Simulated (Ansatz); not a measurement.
GeHMe2(tBu) (C6H16Ge), relaxed as a singlet with RKS r2SCAN-D4/def2-SVP in Ansatz, starting from the GFN2-xTB geometry. Force threshold 0.02 eV/Å.

Another isomer (singlet) lies 0.20 eV lower at PBE0-D4/def2-TZVP; other spin states weren't run for this one.

Start:

Cartesian coordinates in Å:
```
C -0.8844 -1.9144 -1.4437
C -1.8281 1.1726 -1.3448
C 0.6407 0.1759 0.6511
C -0.3791 0.0412 1.7750
C 1.2894 1.5541 0.7113
C 1.7148 -0.8946 0.8057
Ge -0.2812 -0.0505 -1.1405
H 0.7314 0.2897 -2.2271
H -1.3656 -1.9996 -2.4139
H -1.6023 -2.2144 -0.6849
H -0.0502 -2.6091 -1.4183
H -1.5364 2.2097 -1.2098
H -2.5992 0.9366 -0.6160
H -2.2593 1.0700 -2.3364
H 0.1039 0.1377 2.7476
H -1.1409 0.8152 1.6961
H -0.8686 -0.9311 1.7353
H 0.5398 2.3374 0.6107
H 2.0147 1.6679 -0.0931
H 1.8049 1.6955 1.6613
H 2.4301 -0.8376 -0.0138
H 1.2695 -1.8882 0.8052
H 2.2562 -0.7641 1.7430
```

```
step  energy (eV)  largest force component (eV/Å)  SCF passes
   1  -62986.0824                           0.795          19
   2  -62986.1724                           0.355          19
   3  -62986.1845                           0.041          20
   4  -62986.1850                           0.020          20
```

Force components are those of the run's own axes.

End:

```xyz
23

C    -0.8759   -1.8921   -1.3978
C    -1.7890    1.1664   -1.3130
C     0.6268    0.1706    0.6200
C    -0.4144    0.0241    1.7349
C     1.2660    1.5623    0.6837
C     1.7083   -0.9047    0.7717
Ge   -0.2601   -0.0484   -1.1498
H     0.7778    0.2897   -2.2488
H    -1.3931   -1.9925   -2.3648
H    -1.5816   -2.1762   -0.6012
H    -0.0329   -2.5993   -1.3855
H    -1.4874    2.2135   -1.1569
H    -2.5641    0.9127   -0.5731
H    -2.2336    1.0847   -2.3170
H     0.0650    0.1258    2.7271
H    -1.1982    0.7972    1.6697
H    -0.9094   -0.9618    1.7115
H     0.5177    2.3652    0.5714
H     2.0271    1.6991   -0.1028
H     1.7661    1.7145    1.6592
H     2.4614   -0.8468   -0.0327
H     1.2808   -1.9213    0.7612
H     2.2428   -0.7827    1.7332
```

By distances, no bond broke or formed. The bond that changes most is C3–Ge7, from 2.03 to 1.99 Å (atoms count from 1).

No frequencies were taken in this run, so the end may be a saddle point.

Run time 19 s (4 threads of Arm Neoverse V1 on a shared host).
